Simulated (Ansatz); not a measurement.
`C[NH2+][Al-]([Cl])([Cl])[Cl]` → `[CH2]` (triplet) + `[NH3+][Al-]([Cl])([Cl])[Cl]` at 700 K and 1 bar (formal loss of a carbene).

Isolated molecules relaxed with PBE0-D4/def2-TZVP in Ansatz; ΔE leaves out vibrations. CBS: MP2 limit from def2 TZ/QZ plus the TZ coupled-cluster correction, frozen cores. This one scheme is used for every species. Triplets are unrestricted, without spin–orbit coupling. One conformer a species, not always the lowest.

```tsv
species	CCSD(T)/CBS energy (Eh)	H − E (kJ/mol)	S (J/(mol·K))
`C[NH2+][Al-]([Cl])([Cl])[Cl]`	-1717.38672	282.4	536.6
`[CH2]` (triplet)	-39.09499	70.4	226.8
`[NH3+][Al-]([Cl])([Cl])[Cl]`	-1678.13551	191.1	478.5
```

H − E and S are ideal-gas, rigid-rotor, harmonic terms from PBE0-D4/def2-TZVP, for one conformer and one mirror image of each species, with the whole ground term of open shells counted as degenerate. 1 Eh = 2625.50 kJ/mol, R = 8.31446 J/(mol·K).

Problem. By hand: ΔE, ΔH, ΔS and ΔG.

Solution. ΔE = (-39.09499) + (-1678.13551) − (-1717.38672) = 0.15622 Eh = 410.2 kJ/mol. Δ(H − E) = 70.4 + 191.1 − 282.4 = -20.9, so ΔH = 389.3 kJ/mol. ΔS = 226.8 + 478.5 − 536.6 = 168.7 J/(mol·K). ΔG = 389.3 − 700 × (168.7)/1000 = 271.2 kJ/mol.

Problem. By hand: the equilibrium constant, and the temperature at which ΔG would vanish if ΔH and ΔS stayed fixed.

Solution. log₁₀ K = −ΔG/(RT ln 10) = -20.2. ΔG = 0 at ΔH/ΔS = 2308 K.

The number of gas molecules changes by +1, which sets the sign of ΔS. A doubt of 5 kJ/mol in ΔE shifts log₁₀ K by 0.4 here. Other conformers and mirror images would add mixing entropy, several J/(mol·K) or more a flexible species. A triplet takes part, so the spin changes. These are equilibria of isolated gas molecules and say nothing of rates. Largest T1 diagnostic: 0.011 (customary marks: 0.02 for closed shells, 0.045 for open ones).
